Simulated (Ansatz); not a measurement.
`C=[CH][GeH2][SiH3]` → 2 C• + Ge• + 8 H• + Si•  (atomization)

Program: Ansatz. Geometries: PBE0-D4/def2-TZVP. ΔE: electronic, gas phase. CBS: MP2 limit from def2 TZ/QZ plus the TZ coupled-cluster correction, frozen cores. This one scheme is used for every species, atoms too. Functionals use def2-TZVPP. B3LYP here is the variant with VWN-RPA as its local correlation; programs differ in this. No spin–orbit coupling; open shells (•) take unrestricted orbitals. Spin–orbit coupling would lower the free atoms: a little for C, Si; clearly for Ge. For Ge outer-core shells are correlated without core-valence functions, so the limit isn't a true one: a few kJ/mol of doubt a bond, and 10 to 20 or more in all where bonds break to atoms. Scalar relativity is left out up to krypton. Each species was taken in one conformer, which may not be the lowest.

```csv
level,ΔE (kJ/mol),difference from CCSD(T)/CBS
PBE-D4,4021.0,6.0
r2SCAN-D4,4010.7,-4.3
PBE0-D4,3990.7,-24.3
B3LYP-D4,4002.1,-12.9
ωB97X-V,4023.3,8.3
ωB97M-V,3997.9,-17.1
B2PLYP,3957.7,-57.3
PBE,3996.8,-18.2
r2SCAN,4004.7,-10.3
PBE0,3970.1,-44.9
B3LYP,3963.1,-51.9
HF/def2-TZVPP,3013.8,-1001.2
MP2/def2-TZVPP,3924.7,-90.3
SCS-MP2/def2-TZVPP,3943.2,-71.8
CCSD/def2-TZVPP,3886.2,-128.8
CCSD(T)/def2-TZVPP,3933.3,-81.7
HF/def2-QZVPP,3015.7,-999.3
MP2/def2-QZVPP,3972.2,-42.8
SCS-MP2/def2-QZVPP,3999.1,-15.9
HF/CBS(def2),3016.1,-998.9
MP2/CBS(def2),4006.3,-8.7
CCSD/CBS(def2),3967.8,-47.2
CCSD(T)/CBS,4015.0,0
```

Largest T1 diagnostic among the species: 0.012.

From PBE to PBE0 (25 % exact exchange), in def2-TZVPP and without D4, ΔE moves by −26.8 kJ/mol: exact exchange takes away binding that semilocal exchange gives to molecules. The D4 term adds +39.0 kJ/mol with B3LYP and +20.7 kJ/mol with PBE0; it sums over pairs of atoms, weighted by their polarisabilities, and B3LYP, whose exchange is more repulsive, gets the larger term.

For atomizations the MP2-based limit and the directly extrapolated one differ by several kJ/mol either way, and by 10 to 25 for some Ge, Se and Sn compounds, so smaller differences from it don't rank the levels.
